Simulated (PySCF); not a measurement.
How methods differ on the ionisation energy of W³⁰⁺

W³⁰⁺ [Kr] 4d8 [4d3/2^4 4d5/2^4, M_J = 4] → W³¹⁺ [Kr] 4d7 [4d3/2^4 4d5/2^3, M_J = 9/2], as a difference of total energies. Calculation: PySCF 2.14, in an uncontracted even-tempered set (17 s from 2.8 bohr⁻², ratio 2.8; 14 p from 3.6 bohr⁻², ratio 2.8; 9 d from 3.6 bohr⁻², ratio 2.8; 3 f from 17 bohr⁻², ratio 3); the two-component X2C-1e Hamiltonian. Correlated levels: [Ar] 3d10 frozen; the 92 highest virtual spinors dropped. "Screened" scales the spin-orbit matrix elements by Boettger's factors to mimic the two-electron term; Breit and QED terms are absent.

```
                    method  ionisation energy (eV)
           GHF (spin-free)                  1230.5
          GMP2 (spin-free)                  1231.0
 GHF (screened spin-orbit)                  1224.7
GMP2 (screened spin-orbit)                  1225.1
```

Breit and QED terms and the two-electron picture change are absent.

The spin-free rows relax to the high-spin LS determinant and lack the spin-orbit shift.

The labels give the starting determinants; with spin-orbit coupling the two ends relaxed to ⟨J²⟩ = 20.00, ⟨L²⟩ = 12.94, ⟨S²⟩ = 1.87 and ⟨J²⟩ = 24.75, ⟨L²⟩ = 15.39, ⟨S²⟩ = 2.74.

For comparison: 1230.4 ± 1.4 eV (semi-empirical (NIST evaluation); NIST Atomic Spectra Database, ionization energies).
